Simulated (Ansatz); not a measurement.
```yaml
crystal:
  periodic: [false, false, false]
  atoms:
    - {symbol: O, position_ang: [0.623384, 3.390486, -1.472662]}
    - {symbol: Mg, position_ang: [0.339026, 1.691076, -0.688124]}
    - {symbol: O, position_ang: [0.110878, -0.202892, -0.088081]}
    - {symbol: Si, position_ang: [-0.401506, -1.817297, 0.942118]}
    - {symbol: H, position_ang: [0.739561, 4.303709, -2.099580]}
    - {symbol: H, position_ang: [-1.483171, -1.744445, 2.141572]}
    - {symbol: H, position_ang: [-0.816006, -2.989293, -0.154516]}
    - {symbol: H, position_ang: [1.021138, -2.495043, 1.406781]}
basis:
  gaussian: {orbitals: "6-31++G**"}
hamiltonian: {xc: {name: r2SCAN0}, dispersion: d3bjatm}
relax: {f_tol: 0.001, max_steps: 2}
```

```sh
$ ansatz run in.yaml --threads 4 --pin off --events-out ev --progress --plain --max-ram 10444MiB
```

Shortened log:

```
Functional definition: r2SCAN0
982 factors; integrals over basis functions are off by at most 2.5e-4 eV
mean field evaluation 1: about -17463.7918 eV, gradient 8.2e1 eV
mean field evaluation 2: about -17380.0011 eV, gradient 1.9e2 eV
mean field evaluation 4: about -17475.3499 eV, gradient 2.5e1 eV
mean field evaluation 8: about -17476.4713 eV, gradient 4.3e-1 eV
mean field evaluation 16: about -17476.4716 eV, gradient 1.7e-5 eV
mean field -17476.47164602 eV, -642.2484870133 hartree, gradient 1.7e-5 eV, S^2 0.000000; 0 other end points of the search recorded, 0 dependent functions left out
reference -17476.47168655 eV, -642.2484885029 hartree; 23, 23 occupied and 85, 85 virtual orbitals, 982 factors
relax step   1: F+E_penalty+E_count = -17476.51217355 eV  Δ(F+E_penalty+E_count) = +0.000e0 eV  max|allowed force component| = 4.851e0 eV/Å  Δτ_max = 0.0000 Å  (27 SCF iters, accepted)
982 factors; integrals over basis functions are off by at most 3.3e-4 eV
mean field -17478.45215505 eV, -642.3212693776 hartree, gradient 1.1e-5 eV, S^2 0.000000; 0 other end points of the search recorded, 0 dependent functions left out
reference -17478.45219465 eV, -642.3212708330 hartree; 23, 23 occupied and 85, 85 virtual orbitals, 982 factors
relax step   2: F+E_penalty+E_count = -17478.49176978 eV  Δ(F+E_penalty+E_count) = -1.980e0 eV  max|allowed force component| = 2.457e0 eV/Å  Δτ_max = 0.1974 Å  (31 SCF iters, accepted)
Error: geometry relaxation did not converge after 2 steps: max|allowed force component| = 2.46e0 eV/Å (threshold 1.0e-3). Raise `relax.max_steps` over both its present limit and 2, loosen `relax.f_tol`, or start from a geometry closer to equilibrium. Where this run's directory can be resumed (`checkpoint.write`), a resume goes on for up to `relax.max_steps` more
```

(1) Something in this input is off. What?

Answers

(1) The relaxation is allowed too few steps for its threshold. The calculation stopped without meeting its thresholds.
